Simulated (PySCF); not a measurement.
Two species compared at the same levels of theory.

First species: TiEt2Cl2, C4H10Cl2Ti (singlet state).
SMILES: `C[CH2][Ti]([Cl])([Cl])[CH2]C`

Second species: Ethylhydrazine, C₂H₈N₂.
SMILES: `CCNN`

Levels: wB97X-D/def2-SVPD for HOMO energy, LUMO energy, HOMO–LUMO gap and static isotropic polarisability; TDDFT wB97X-D/def2-SVPD for lowest singlet excitation; TDA wB97X-D/def2-SVPD for lowest triplet excitation (Tamm–Dancoff). Geometries: PBE0-D3(BJ)/def2-SVP. Each species is one conformer at its optimised geometry, gas phase, non-relativistic unless stated. Electronic properties by PySCF.

The conformers computed, where there is a choice (atom-mapped SMILES and torsion angles):
- `[CH3:1][CH2:2][NH:3][NH2:4]`: C1–C2–N3–N4 72°, H–N4–N3–C2 -85°, H–N4–N3–C2 34°

| property | column X | column Y |
| --- | --- | --- |
| HOMO energy | -8.63 eV | -9.62 eV |
| LUMO energy | 2.41 eV | -0.63 eV |
| HOMO–LUMO gap | 11.04 eV | 8.99 eV |
| lowest singlet excitation | 6.61 eV | 3.17 eV |
| lowest triplet excitation (Tamm–Dancoff) | 6.47 eV | 2.86 eV |
| static isotropic polarisability | 45.6 au | 118.3 au |

Problem. Which column belongs to which species?

Solution. Column X is the second species and column Y the first. The first has 17 atoms and 90 electrons, the second 12 and 34.

Problem. How does each property change from the first species to the second?

Solution. HOMO energy +0.99 eV; LUMO energy +3.04 eV; HOMO–LUMO gap +2.05 eV; lowest singlet excitation +3.44 eV; lowest triplet excitation (Tamm–Dancoff) +3.61 eV; static isotropic polarisability -72.7 au.

On the first: The vertical singlet–triplet gap S1 − T1 is 0.31 eV (TDDFT singlet less Tamm–Dancoff triplet; S1: HOMO−1→LUMO, weight 0.93; T1: HOMO−1→LUMO, weight 0.92). S1 lies 5.82 eV below the HOMO–LUMO gap; its leading configuration is HOMO−1→LUMO, weight 0.93.

On the second: The polarisability is 6.75 Å³ as a volume (1 au = 0.148185 Å³), or 1.34 au for each of the 34 electrons. The principal polarisabilities are 42.5, 45.1 and 49.1 au; their mean is the isotropic value.
